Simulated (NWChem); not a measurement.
System: C₄H₄FN; SMILES C/C(C#N)=C\F

Here is an NWChem input.

```
start job
memory heap 200 mb stack 900 mb global 1100 mb
geometry units angstroms noautosym nocenter noautoz
  C      1.628068    -0.179618     0.000000
  C      0.153419     0.096480     0.000000
  C     -0.296632     1.454398     0.000000
  N     -0.629673     2.565726     0.000000
  C     -0.786655    -0.861242     0.000000
  F     -0.471023    -2.142775     0.000000
  H      1.813286    -1.260862     0.000000
  H      2.106525     0.261851     0.887475
  H      2.106525     0.261851    -0.887475
  H     -1.863995    -0.674982     0.000000
end
basis spherical
  * library 6-31g*
end
dft
  xc xpbe96 cpbe96
  iterations 150
end
cosmo
  do_cosmo_smd true
  solvent hexane
end
task dft energy
```

Geometry: optimised at PBE0/def2-SVP. Solvent: n-hexane.

Level: PBE/6-31G* with SMD (1 M gas to 1 M solution), gas-phase geometry.

Task: What results follow from this input? (PBE/6-31G* (spherical d), SMD on the gas-phase geometry.) Quantities: solvation free energy (kcal/mol); cavity-dispersion-structure term (kcal/mol); dipole in solution (D).

Result: 
| Property | Value |
|---|---|
| solvation free energy (kcal/mol) | -2.7 |
| cavity-dispersion-structure term (kcal/mol) | 0.1 |
| dipole in solution (D) | 3.50 |
